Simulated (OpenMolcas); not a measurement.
Computed levels of 3d³ in ions with 21 electrons, in cm-1 above ⁴F_3/2.

- Program: OpenMolcas
- Method: CASSCF
- Basis: ANO-RCC-VTZP
- Scalar Hamiltonian: DKH2, point nucleus
- Spin-orbit coupling: state interaction with AMFI integrals over the reference wave functions, term energies averaged over their components

Active space for each ion: 3 electrons in 10 orbitals (3d 4d).

```csv
Level,V2+,Cr3+,Mn4+,Fe5+,Ni7+
⁴F_5/2,155,247,373,541,982
⁴F_7/2,368,585,882,1273,2286
⁴F_9/2,637,1009,1513,2172,3856
²G_7/2,14310,17571,20410,23506,28871
⁴P_1/2,14340,17399,20081,22954,27921
⁴P_3/2,14418,17515,20240,23157,28187
²G_9/2,14544,17935,20939,24241,30070
⁴P_5/2,14599,17808,20697,23840,29517
²H_9/2,18949,23246,26999,31089,38264
```

**Question.** Estimate ⁴F_9/2, ²G_7/2, ⁴P_1/2 for Co6+ from its neighbours Fe5+ and Ni7+.

**Answer.** ⁴F_9/2 is fine structure, which grows about as the fourth power of a screened charge, so the fourth roots are averaged: ((2172^0.25 + 3856^0.25) / 2)^4 = 2924. The calculation gives 2905, so the estimate is off by +0.7 %; the measured value is 2723 (Sugar and Corliss, J. Phys. Chem. Ref. Data 10, 1097 (1981)).
²G_7/2 is another term, which grows about linearly with the charge: (23506 + 28871) / 2 = 26188. The calculation gives 26441, so the estimate is off by -1.0 %.
⁴P_1/2 is another term, which grows about linearly with the charge: (22954 + 27921) / 2 = 25438. The calculation gives 25630, so the estimate is off by -0.7 %; the measured value is 21096 (Sugar and Corliss, J. Phys. Chem. Ref. Data 10, 1097 (1981)).

Without dynamic correlation excited terms often stand tens of per cent too high (terms of higher spin than the ground term too low), and those without a measured partner can miss by more than the paired ones. Active for correlation alone: 4d; no level in the range computed is led by a configuration that fills it, so any true level of that kind is missing. Measured partners are found by configuration, term and J. A level has none where our copy of the source lacks it or the pairing is in doubt (some pairs that miss far off the trend of their configuration count as doubtful), and it then counts in no deviation. Only configurations of the active space appear.
